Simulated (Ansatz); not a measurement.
Consider the substitution at a C–C bond: `CC(Cl)CCl` + `BN[SiH2]O` → `BN[SiH2]OC` + `ClCCCl`.

Computed with Ansatz on PBE0-D4/def2-TZVP structures; ΔE is electronic, products minus reactants. CCSD(T)/CBS is the MP2 limit (def2-TZVPP, def2-QZVPP) plus CCSD(T) − MP2 in def2-TZVPP, frozen cores. This one scheme is used for every species. DFT in def2-TZVPP. B3LYP here is the variant with VWN-RPA as its local correlation; programs differ in this. Each species was taken in one conformer, which may not be the lowest.

```tsv
level	ΔE (kJ/mol)	difference from CCSD(T)/CBS
PBE-D4	69.0	-5.6
ωB97X-V	66.9	-7.7
r2SCAN	69.8	-4.8
PBE0	67.5	-7.1
B3LYP	59.3	-15.3
MP2/def2-TZVPP	79.7	5.1
MP2/def2-QZVPP	80.8	6.2
SCS-MP2/def2-QZVPP	72.9	-1.7
MP2/CBS(def2)	82.1	7.5
CCSD/CBS(def2)	72.0	-2.6
CCSD(T)/CBS	74.6	0
```

Largest T1 diagnostic among the species: 0.012.

In def2-TZVPP, CCSD(T) changes the Hartree–Fock value by +19.1 kJ/mol (the triples alone add +2.6 kJ/mol) and MP2 by +26.7 kJ/mol. The D4 term adds +4.5 kJ/mol with B3LYP and +2.3 kJ/mol with PBE0; it sums over pairs of atoms, weighted by their polarisabilities, and B3LYP, whose exchange is more repulsive, gets the larger term.
